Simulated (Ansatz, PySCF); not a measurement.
Reaction (SMILES): C=C1CCCCC1 [methylidenecyclohexane] + 8 [H][H] (H2) → 7 C (CH4)
Geometries: B3LYP-D3(BJ)/def2-TZVP minima from Ansatz (a first-principles code), one conformer each, not searched for the lowest.

Quantity: energy of full hydrogenation (enthalpy at 298 K, with B3LYP-D3(BJ) rigid-rotor harmonic-oscillator terms from PySCF), in kJ/mol. Cores are frozen in the correlated levels unless marked. Spin-orbit coupling is left out. Non-relativistic. Basis-set limits of correlation are two-point, X^-3; Hartree-Fock from the larger set. [CCSD(T)-MP2]/basis is that difference in the basis named.

```
level                                                                 program  energy of full hydrogenation (kJ/mol)  minus last row
-------------------------------------------------------------  --------------  -------------------------------------  --------------
BLYP/def2-TZVPD                                                        Ansatz                                 -531.1           -40.9
B3LYP-D3(BJ)/def2-TZVPD                                        Ansatz + dftd3                                 -504.7           -14.5
BHLYP-D4/def2-TZVPD                                            Ansatz + dftd4                                 -542.1           -51.9
r2SCANh-D4/def2-TZVPD                                          Ansatz + dftd4                                 -509.3           -19.1
B2PLYP-D3(BJ)/def2-TZVPD                                       Ansatz + dftd3                                 -495.1            -4.9
RI-MP2/CBS(aug-cc-pVTZ,aug-cc-pVQZ)                                    Ansatz                                 -467.7            22.5
SCS-MP2/cc-pVTZ                                                        Ansatz                                 -496.2            -6.0
CCSD(T)/6-31G*                                                         Ansatz                                 -422.4            67.8
CCSD(T)/aug-cc-pVTZ                                                    Ansatz                                 -493.4            -3.2
RI-MP2/CBS(aug-cc-pVTZ,aug-cc-pVQZ)+[CCSD(T)-MP2]/aug-cc-pVTZ          Ansatz                                 -490.2             0.0
```
